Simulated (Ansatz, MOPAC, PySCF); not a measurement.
Pair of molecules: NH3 (SMILES N) (first 4 atoms) with C3H8 (SMILES CCC); geometry from B3LYP-D3(BJ)/def2-TZVP, rigid monomers moved along the line of their centres of mass till H2···H11 is 2.68 Å.
(charge 0, multiplicity 1):
```xyz
15

N      0.2960     0.1290     0.4838
H      0.1338     0.8239     1.2036
H      0.9649     0.5202    -0.1696
H     -0.5775     0.0029    -0.0148
C      1.2318     0.0439     4.4510
C     -0.2510     0.4059     4.4825
C     -1.1511    -0.7747     4.1268
H      1.8605     0.9020     4.6979
H      1.4528    -0.7479     5.1713
H      1.5206    -0.3185     3.4622
H     -0.4412     1.2323     3.7887
H     -0.5164     0.7857     5.4738
H     -2.2066    -0.4949     4.1430
H     -0.9130    -1.1557     3.1316
H     -1.0140    -1.5945     4.8365
```

Interaction energies are E(AB) − E(A) − E(B) at the monomers' geometry in the complex; basis-set methods are counterpoise corrected. Rows marked so take none.

Cores are frozen in the correlated methods. Rows in 6-311+G**, 6-31G*, STO-3G carry no dispersion term and start afresh at each structure (6-31G* with six Cartesian d functions). The state that PM3, PM6, PM7 reach isn't checked; PM7 holds dispersion and hydrogen-bond terms.

The values were computed with Ansatz (Gaussian orbitals); MOPAC for PM3, PM6, PM7 (differences of heats of formation); PySCF for 6-311+G** rows, 6-31G* rows, STO-3G rows, the dispersion terms. Values without a source in brackets are computed.

Other levels give for the interaction energy: PBE/def2-TZVPPD -2.4; B3LYP/def2-TZVPPD 0.1; B3LYP-D3(BJ)/def2-TZVPPD -4.5; wB97M-V/def2-TZVPPD -4.2; CCSD(T)/aug-cc-pVDZ -4.1 kJ/mol.

What do these common cheap choices give for the same quantity: PM3, PM6, PM7, HF/STO-3G (no counterpoise), HF/6-31G*, HF/6-31G* (no counterpoise), B3LYP/6-31G* (no counterpoise), B3LYP/6-311+G** (no counterpoise)?

PM3 -1.4; PM6 -1.9; PM7 -4.6; HF/STO-3G (no counterpoise) -0.3; HF/6-31G* 0.2; HF/6-31G* (no counterpoise) -2.1; B3LYP/6-31G* (no counterpoise) -3.9; B3LYP/6-311+G** (no counterpoise) -0.4 kJ/mol. They span -4.6 to 0.2 kJ/mol.

Ansatz is an electronic-structure program.
